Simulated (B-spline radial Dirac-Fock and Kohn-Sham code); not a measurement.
## K-line shifts caused by a second vacancy in Au³⁶⁺

System: the Au³⁶⁺ ion in the configuration [Kr] 4d7.

Calculated with a B-spline atomic structure program, using Dirac-Fock energy differences between relaxed states, corrected for Breit and QED terms. Each two-hole energy is an average over J within one jj subconfiguration, not an observable level; in light atoms, where LS coupling holds, the j-resolved values are not observed lines, and for a K spectator the Kα1 hypersatellite is nearly forbidden. Correlation energy is missing from these numbers.

Lines without a spectator: Kα2 (K-L2) 66979.6 eV, Kα1 (K-L3) 68793.4 eV, Kβ3 (K-M2) 77581.2 eV, Kβ1 (K-M3) 77993.6 eV. Shifts in eV with one spectator hole (a dash: not computed, or left out as unreliable):

```csv
spectator hole,Kα2,Kα1,Kβ3,Kβ1
K (1s),+1085.3,+1180.4,+1411.2,+1434.2
L2 (2p1/2),+142.2,+195.2,–,+365.1
L3 (2p3/2),+100.1,+112.8,+262.9,–
M2 (3p1/2),–,+32.2,+62.5,+74.4
M3 (3p3/2),+16.18,–,+51.4,+53.1
M5 (3d5/2),-0.55,+4.08,–,–
```
